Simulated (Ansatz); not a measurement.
(XSi)4Y6: PBE-D4/def2-TZVP single points in Ansatz on relaxed structures, gas phase. Binding counts from free atoms in the multiplicity of their measured ground term, without zero-point energy. The structures are stationary points that may keep the symmetry of their start.

| species | atoms | state | geometry | HOMO (eV) | LUMO (eV) | gap (eV) | binding per atom (eV) | point group (within 0.1 Å) |
| --- | --- | --- | --- | --- | --- | --- | --- | --- |
| (FSi)4O6 adamantane (Si4O6F4) | 14 | singlet | PBE-D4/def2-SVP | -8.75 | -1.96 | 6.78 | 5.80 | Td |
| (MeSi)4O6 adamantane (C4H12O6Si4) | 26 | singlet | r2SCAN-D4/def2-SVP | -7.09 | -0.07 | 7.02 | 4.79 | – |
| (FSi)4CH26 adamantane (C6H12F4Si4) | 26 | singlet | PBE0-D4/def2-SVP | -7.26 | -1.59 | 5.68 | 4.56 | Td |

The gap (eV) runs from 5.68 ((FSi)4CH26 adamantane) to 7.02 ((MeSi)4O6 adamantane).
